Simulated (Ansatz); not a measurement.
`N[SiH](S)Cl` + SiH₄ → `N[SiH]([SiH3])Cl` + H₂S at 298.15 K and 1 bar (formal exchange of groups at the Si–S bond).

Program: Ansatz. Geometries: PBE0-D4/def2-TZVP. ΔE: electronic, gas phase. CCSD(T)/CBS adds triple-zeta CCSD(T) − MP2 to the extrapolated MP2 energy (def2 sets, frozen cores). This one scheme is used for every species. One conformer a species, not always the lowest.

```json
{"species": "`N[SiH](S)Cl`", "CCSD(T)/CBS energy (Eh)": "-1203.86139", "H − E (kJ/mol)": "142.8", "S (J/(mol·K))": "335.7"}
{"species": "SiH₄", "CCSD(T)/CBS energy (Eh)": "-291.46306", "H − E (kJ/mol)": "92.1", "S (J/(mol·K))": "204.8"}
{"species": "`N[SiH]([SiH3])Cl`", "CCSD(T)/CBS energy (Eh)": "-1096.32520", "H − E (kJ/mol)": "184.4", "S (J/(mol·K))": "356.5"}
{"species": "H₂S", "CCSD(T)/CBS energy (Eh)": "-398.97279", "H − E (kJ/mol)": "49.9", "S (J/(mol·K))": "205.7"}
```

H − E and S are ideal-gas, rigid-rotor, harmonic terms from PBE0-D4/def2-TZVP, for one conformer and one mirror image of each species. 1 Eh = 2625.50 kJ/mol, R = 8.31446 J/(mol·K).

Q: By hand: ΔE, ΔH, ΔS and ΔG.

A: ΔE = (-1096.32520) + (-398.97279) − (-1203.86139) − (-291.46306) = 0.02646 Eh = 69.5 kJ/mol. Δ(H − E) = 184.4 + 49.9 − 142.8 − 92.1 = -0.6, so ΔH = 68.9 kJ/mol. ΔS = 356.5 + 205.7 − 335.7 − 204.8 = 21.7 J/(mol·K). ΔG = 68.9 − 298.15 × (21.7)/1000 = 62.4 kJ/mol.

Q: By hand: the equilibrium constant, and the temperature at which ΔG would vanish if ΔH and ΔS stayed fixed.

A: log₁₀ K = −ΔG/(RT ln 10) = -10.9. ΔG = 0 at ΔH/ΔS = 3175 K, far beyond where these terms or the molecules hold.

ΔH outweighs TΔS. A doubt of 5 kJ/mol in ΔE shifts log₁₀ K by 0.9 here. Other conformers and mirror images would add mixing entropy, several J/(mol·K) or more a flexible species. These are equilibria of isolated gas molecules and say nothing of rates. Largest T1 diagnostic: 0.011 (customary marks: 0.02 for closed shells, 0.045 for open ones).
